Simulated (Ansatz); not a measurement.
AlSi₇H₁₆, a doped cluster cut from the lattice of silicon (Al on a surface site), relaxed as a doublet with UKS PBE-D4/def2-SVP in Ansatz, starting from the PBE-D4/def2-SVP geometry of the charge -1 singlet. Force threshold 0.03 eV/Å.

Start:

```xyz
24

Si    0.5297    0.1704   -2.5106
Si   -1.1985    1.8411    1.2279
Si    2.3150   -0.0237    1.1192
Si   -1.5439   -1.9815    0.1146
Al    2.7370    0.1367   -1.3390
Si    0.9742    1.6435    2.1187
Si   -0.9399   -1.6398   -2.1372
Si   -2.4901   -0.1282    1.2172
H     0.6182    0.1411   -4.0332
H    -0.3853    1.3575   -2.2542
H    -2.0010    2.8680    2.0044
H    -1.1372    2.3401   -0.1939
H     3.5674    0.0792    1.9842
H     1.6559   -1.2912    1.6399
H    -0.3433   -2.4124    0.9192
H    -2.5577   -3.1042    0.2296
H     3.4972    1.5472   -1.6424
H     3.5503   -1.1980   -1.8042
H     1.5682    3.0277    1.9492
H     0.7875    1.4749    3.6159
H    -2.2488   -1.5449   -2.9005
H    -0.3322   -2.9625   -2.5602
H    -3.8315    0.1893    0.5891
H    -2.7911   -0.5302    2.6463
```

(1) Estimate the energy that the relaxation releases and the steps that it takes.

(2) Does the start keep its bonding?

(3) Predict the relaxed structure.

Results:

(1) 17.5 kcal/mol, in 11 steps; 25 s on 4 threads of AMD EPYC 9B45 on a shared host. The force fell under the threshold at step 10, but the optimiser went on. No frequencies were taken in this run, so the end may be a saddle point.

(2) By distances, no bond broke or formed. The bond that changes most is Si3–Al5, from 2.50 to 2.57 Å (atoms count from 1).

(3) 
```csv
atom,x (Å),y (Å),z (Å)
Si1,0.648,0.267,-2.090
Si2,-1.464,1.860,1.150
Si3,2.062,-0.125,0.765
Si4,-1.643,-2.020,0.370
Al5,3.152,0.156,-1.543
Si6,0.811,1.630,1.717
Si7,-0.725,-1.620,-1.763
Si8,-2.695,-0.140,1.320
H9,0.793,0.455,-3.592
H10,0.044,1.533,-1.545
H11,-2.051,2.860,2.116
H12,-1.620,2.420,-0.238
H13,3.351,-0.233,1.564
H14,1.372,-1.459,0.862
H15,-0.597,-2.536,1.320
H16,-2.679,-3.105,0.196
H17,3.819,1.601,-1.737
H18,3.828,-1.226,-1.995
H19,1.535,2.918,1.409
H20,0.869,1.420,3.213
H21,-1.889,-1.459,-2.715
H22,0.059,-2.831,-2.203
H23,-4.027,0.063,0.642
H24,-2.954,-0.427,2.778
```
Bond lengths: 6 × Si–Si 2.35 to 2.36 Å; 2 × Al–Si 2.57 Å; 14 × H–Si 1.50 to 1.52 Å; 2 × Al–H 1.60 Å.
